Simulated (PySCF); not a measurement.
An unknown is described by computed data only.

Elements present: C, H, O and S. Monoisotopic mass: 123.9983 u.

| Item | Value |
| --- | --- |
| Dipole | 0.19 D [CAM-B3LYP/def2-SVPD] |
| UV, first state | lowest singlet excitation: 5.18 eV (239 nm, f = 0.269) [TDDFT CAM-B3LYP/def2-SVPD] |
| Valence photoelectron | vertical ionisation energy: 8.19 eV [ΔSCF CAM-B3LYP/def2-SVPD] |
| Triplet | lowest triplet excitation (Tamm–Dancoff): 3.37 eV [TDA CAM-B3LYP/def2-SVPD] |
| 13C NMR | chemical shifts (computed TMS as zero) by class: 160.7 (1 C), 149.4 (1 C), 133.1 (1 C), 130.7 (1 C), 115.2 (1 C), 111.1 (1 C) ppm [GIAO PBE0/pcSseg-1] |
| Rotational structure | rotational constants A, B, C: 4.069, 1.755, 1.226 GHz [PBE0-D3(BJ)/def2-SVP] |
| NMR, other nuclei | isotropic shieldings of nuclei other than C and H, by class: 65 (1 O), 360 (1 S) ppm [GIAO PBE0/pcSseg-1] |

Gas-phase values; electronic properties from PySCF, density fitting. Levels stand in brackets. Isolated species at its PBE0-D3(BJ)/def2-SVP geometry, gas phase. Each NMR value is the plain mean over a class of atoms that symmetry, rotation or inversion makes alike.

Problem. Which formula fits the mass and the elements?

Solution. C6H4OS (calculated 123.9983). No other formula that holds each of these elements comes within 0.0003 u with a fitting electron parity and a possible valence count.

Problem. What is the compound? Reason from the data.

Solution. Numbering: `[cH:1]1[cH:2][c:3]2[s:4][cH:5][cH:6][c:7]2[o:8]1`. Its formula, C6H4OS, gives 5 degrees of unsaturation: 2 rings and 3 π bonds in the structure found (Kekulé form). 6 carbons fall into 6 classes; from least to most shielded: ring-fusion aromatic carbon [C7] (160.7 ppm), aromatic CH next to a ring oxygen [C1] (149.4 ppm), aromatic CH next to a ring sulfur [C5] (133.1 ppm), ring-fusion aromatic carbon [C3] (130.7 ppm), aromatic CH carbon [C6] (115.2 ppm), aromatic CH carbon [C2] (111.1 ppm). The other shieldings belong to: 65 ppm, furan-type oxygen [O8]; 360 ppm, thiophene-type sulfur [S4]. The first electron is taken from the HOMO, whose largest Löwdin shares are 0.20 on the aromatic CH next to a ring sulfur, 0.20 on the aromatic CH next to a ring oxygen, 0.14 on a ring-fusion aromatic carbon and 0.12 on a ring-fusion aromatic carbon. The optimised geometry has point group Cs and is an asymmetric top. Structure: `c1cc2sccc2o1`. The assignments are read from this structure; whether some other isomer fits the data as well wasn't checked.
